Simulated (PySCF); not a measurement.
F₂Hg, SMILES [F][Hg][F]. Coordinates come from a PBE-D3(BJ)/def2-TZVP optimisation. The def2 effective core potentials stand for the cores of Hg; spin–orbit coupling is left out.

Task: Give the equilibrium geometry at PBE-D3(BJ)/def2-TZVP (PySCF confirms it by a frequency run) as Cartesian coordinates in Å, and its point group. (An estimate is asked for; the answer gives what the named calculation found.)

Result: point group D∞h.
```xyz
3

F      0.0000     0.0000    -1.9403
Hg     0.0000     0.0000     0.0000
F      0.0000     0.0000     1.9403
```
Charge 0, spin multiplicity 1.
